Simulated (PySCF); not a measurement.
Compound: C3H9F2Si2 (doublet state).
Cartesian coordinates in Å at the GFN2-xTB level; atoms count from 1:
```
atom  x, y, z in Å
C1    -1.1120   -1.9743    0.3506
C2    -0.8997   -1.0684   -0.8049
Si3    0.2312    0.3755   -0.8380
Si4   -0.4463    2.3346    0.2555
C5     1.8376   -0.1560    0.1294
F6     2.7923    0.8131    0.0116
F7     1.5890   -0.2600    1.4701
H8    -1.0499   -3.0169    0.0277
H9    -0.3827   -1.8092    1.1379
H10   -2.1137   -1.8445    0.7708
H11   -1.6312   -1.1748   -1.5949
H12    0.7259    0.5819   -2.2085
H13    0.6838    3.1709    0.6607
H14   -1.2977    3.1147   -0.6496
H15   -1.2385    2.0225    1.4491
H16    2.3042   -1.1002   -0.1791
```

The hyperfine couplings belong to this conformer and change with its torsions.

Identity: `FC([Si@@H]([CH]C)[SiH3])F` [radical].

Method: UKS B3LYP, pcH-1 on C F H Si, non-relativistic, mean-field spin-orbit, GIAO in PySCF. One conformer (not necessarily the lowest) at the GFN2-xTB geometry, without solvent, vibrations or thermal averaging. The geometry wasn't refined by DFT: couplings that depend on bond lengths, twists or pyramidal angles can differ widely from those at the functional's own minimum. The SCF solution wasn't tested for stability.

The Mulliken spin populations are largest on C2 (+0.97), C1 (-0.08) and Si4 (+0.06). C2 is the only atom above +0.15. The positive populations add up to 1.15 and the negative ones to -0.15, together 2S = 1. The angles at C2 add up to 358.7°, so it is planar; its axial dipolar tensor and the negative coupling of its proton fit spin in a p orbital normal to that plane.

Problem. McConnell's relation a(H) = Q·ρ ties the coupling of a proton on a planar π carbon to the spin population of that carbon. What Q do the computed values give?

Solution. 
| H | C | ρ(C) | a(H) (G) | a/ρ (G) |
| --- | --- | --- | --- | --- |
| H11 | C2 | +0.969 | -18.94 | -19.5 |

One proton gives one ratio, Q = -19.5 G, and no test of linearity. In every row coupling and population have opposite signs.

Problem. How do the β-proton couplings of this frozen conformer go with θ, the angle between the C–H bond and the normal to the plane of the spin centre's three neighbours, both seen down the bond from centre to carbon?

Solution. 
```
β H  on  centre  θ (°)  cos²θ   a (G)
 H8  C1      C2     36   0.66  +36.49
 H9  C1      C2     85   0.01   +0.77
H10  C1      C2     27   0.80  +44.85
```

Fitting the Heller–McConnell form a = ρ(B0 + B2 cos²θ), with Mulliken ρ = 0.97, gives B0 = 0.3 G and B2 = 57.3 G, with a largest miss of 0.4 G. By this fit the coupling would be 55.9 G at θ = 0° and 0.3 G at 90°.

Problem. What would the freely rotating methyl group on C1 show?

Solution. Three equal couplings, a 1:3:3:1 quartet. The mean of the three values of this geometry estimates the splitting: 27.4 G, or 76.7 MHz (three bonds 120° apart have a mean cos²θ of 1/2 at any torsion).

Couplings in gauss use g_iso = 2.0027.
